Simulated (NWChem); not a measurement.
# BiH3O3; SMILES [OH][Bi]([OH])[OH]

```xyz
7

Bi     0.0244     0.0130     0.2237
O      1.6334    -0.4085    -1.0374
H      1.3438    -1.0759    -1.6758
O     -1.2530    -1.3768    -0.6671
H     -1.7612    -0.9138    -1.3486
O     -0.6645     1.6175    -0.9199
H     -0.0940     1.6920    -1.6982
```
Atoms are numbered in this order, from 1.

Results from NWChem. Structure relaxed at the PBE0/def2-SVP level. No frequency run checked for a minimum. def2 effective core potentials on Bi; no spin-orbit coupling. Ions are spin-unrestricted doublets at the neutral geometry; other ion states weren't tried.

For level PBE/def2-SVP:

```
Property                               Result
-------------------------------------  ------
vertical ionisation energy, ΔSCF (eV)    9.41
−ε(HOMO) (eV)                            6.17
```

What are these values for level PBE0/def2-SVP?


| Property | Value |
|---|---|
| vertical ionisation energy, ΔSCF (eV) | 9.97 |
| −ε(HOMO) (eV) | 7.79 |
